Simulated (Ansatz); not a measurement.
Compare A (`C[SiH2]B(C)C`) with its isomer B (`CCB(C)[SiH3]`).

Calculated with Ansatz (gas phase, PBE0-D4/def2-TZVP geometries, no zero-point term in ΔE). CBS: MP2 limit from def2 TZ/QZ plus the TZ coupled-cluster correction, frozen cores. Functionals use def2-TZVPP. B3LYP here is the variant with VWN-RPA as its local correlation; programs differ in this. Each species was taken in one conformer, which may not be the lowest.

Which is lower in electronic energy at CCSD(T)/CBS, and by how much? (An estimate is asked.)

Computed: A, by 47.9 kJ/mol.

Give E(B) − E(A) in kJ/mol with CCSD/def2-TZVPP, PBE0-D4, ωB97M-V, MP2/def2-TZVPP, CCSD(T)/def2-TZVPP, B3LYP-D4, B3LYP. (An estimate is asked.)

Ansatz gave: CCSD/def2-TZVPP 46.1, PBE0-D4 49.1, ωB97M-V 50.3, MP2/def2-TZVPP 48.0, CCSD(T)/def2-TZVPP 46.0, B3LYP-D4 48.3, B3LYP 49.9. None reverses the order clearly.

Largest T1 diagnostic: 0.011.
